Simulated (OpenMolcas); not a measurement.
**Ar³⁺: from CASSCF to CASPT2**

```json
{
  "Program": "OpenMolcas 26.06",
  "Basis": "ANO-R2 [5s4p3d1f]",
  "Scalar Hamiltonian": "X2C, finite nucleus",
  "Active space": "3 electrons in 3 orbitals (3p)",
  "State averaging": "2S+1 = 4 odd, 1 root; 2S+1 = 2 odd, 8 roots",
  "Spin-orbit coupling": "state interaction with AMFI integrals over the reference wave functions, term energies averaged over their components"
}
```

Methods on the same reference wave functions:
A. CASSCF
B. SS-CASPT2, IPEA 0.25 Eh, imaginary shift 0.1 Eh (closed shells correlated: 2s 2p 3s)

Energies in cm-1 above 3s2 3p3 4S* 3/2, the measured ground level; measured values from Saloman, J. Phys. Chem. Ref. Data 39, 033101 (2010).

```csv
Level,A,B,Measured
3s2 3p3 4S* 3/2,0.0,0.0,0.0
3s2 3p3 2D* 3/2,25997,22070,21091
3s2 3p3 2D* 5/2,26088,22180,21220
3s2 3p3 2P* 1/2,43341,37190,34855
3s2 3p3 2P* 3/2,43461,37330,35032
```

Deviations, from unrounded energies. A percentage is the sum of absolute deviations over the sum of measured energies, with the sign that they share, or ± where signs differ.

```json
{"Against measurement": "mean absolute deviation (cm-1)", "Levels": "4", "A": "6700", "B": "1600"}
{"Against measurement": "other terms of the ground configuration (%)", "Levels": "4", "A": "+23.8", "B": "+5.9"}
```

B lies closest to measurement on these levels. The largest miss of B in the table is 3s2 3p3 2P* 1/2, by +2300 cm-1. The ranking rests on the paired levels alone, and a cruder setting can come out closer through cancelling errors.

From A to B the spin-free energies of the other terms of 3s2 3p3 shown, above 4S*, scale by factors of 0.85 to 0.86.

The lowest spin-free term lies below A's lowest term by 0.297 hartree in B.

Term energies are means over components that CASPT2 splits; among the terms shown or strongly mixed into the levels shown the widest spread is 220 cm-1 (3s2 3p3 2D*, B). With the s shell closed, the reference lacks s² → p² mixing. Computed and measured levels are paired by configuration, term and J; levels that our copy of the source lacks, or whose pairing is in doubt (as where it misses far off the trend of its configuration), stay unpaired and out of the deviations. Levels of configurations outside the active space are missing.

* marks odd parity.
